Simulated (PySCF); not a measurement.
Cl2OTi, charge -1, multiplicity 2. Atoms are numbered in the order given.

```xyz
4

Ti     0.0000     0.0000    -0.3746
Cl     0.0000     2.0838     0.7165
Cl     0.0000    -2.0838     0.7165
O      0.0000     0.0000    -2.0150
```
Charge -1, spin multiplicity 2.

The structure is a stationary point at r2SCAN-D4/def2-SVPD. The spin state was assumed, not searched. The isomer is the one that the SMILES or the coordinates give; other isomers of the formula were not compared.

All values below come from PBE/def2-TZVPD (PySCF).

Mulliken values depend strongly on the basis, most of all with diffuse functions as here. ESP charges are fitted to the potential on shells at 1.4 to 2.0 van der Waals radii. Atomic charges (e):

```csv
atom,ESP fit,meta-Löwdin,Mulliken spin
Ti1,(withheld),0.86,1.16
Cl2,(withheld),-0.62,-0.04
Cl3,(withheld),-0.62,-0.04
O4,(withheld),-0.61,-0.09
```

Q: Fill in the missing entries. (The exact figures need the calculation; the answer reports its results.)

A: 
- Ti1, ESP fit: 0.53
- Cl2, ESP fit: -0.48
- Cl3, ESP fit: -0.48
- O4, ESP fit: -0.57
